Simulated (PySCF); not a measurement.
Geometries of 2 isomers of C2H7FSn, from PySCF, PBE0-D3(BJ)/def2-SVP geometry optimisation, gas phase, def2 core potentials past Kr. One conformer each, no zero-point energy, no frequencies.

Question: Which isomer lies lower at this level?
A.
```xyz
11
angstrom
Sn    -0.296   -0.510    0.488
H     -0.492   -0.807    2.169
C      1.740   -0.563   -0.167
H      2.302    0.271    0.279
H      1.774   -0.473   -1.261
H      2.207   -1.511    0.133
C     -1.382    1.189   -0.224
H     -2.431    1.128    0.097
H     -1.341    1.213   -1.322
H     -0.937    2.113    0.172
F     -1.145   -2.049   -0.364
```
B.
```xyz
11
angstrom
C     -1.293    0.259   -0.233
C     -0.002    1.030   -0.119
F      0.013    1.738    1.073
Sn     1.789   -0.229   -0.145
H     -2.154    0.942   -0.139
H     -1.359   -0.240   -1.212
H     -1.383   -0.507    0.552
H      0.075    1.764   -0.940
H      2.013   -0.918   -1.703
H      3.159    0.708    0.270
H      1.569   -1.484    1.004
```

Answer: A. That is SnHMe2F, `[H][Sn]([CH3])([CH3])[F]`, 38.1 kcal/mol below the other.

```tsv
SMILES	atoms numbered as above	E (Eh)	relative (kcal/mol)	relative (kJ/mol)	dipole (D)
[H][Sn]([CH3])([CH3])[F]	–	-394.25754	0.0	0.0	3.17
C[C@@H](F)[SnH3]	[CH3:1][C@@H:2]([F:3])[SnH3:4]	-394.19683	38.1	159.4	1.59
```
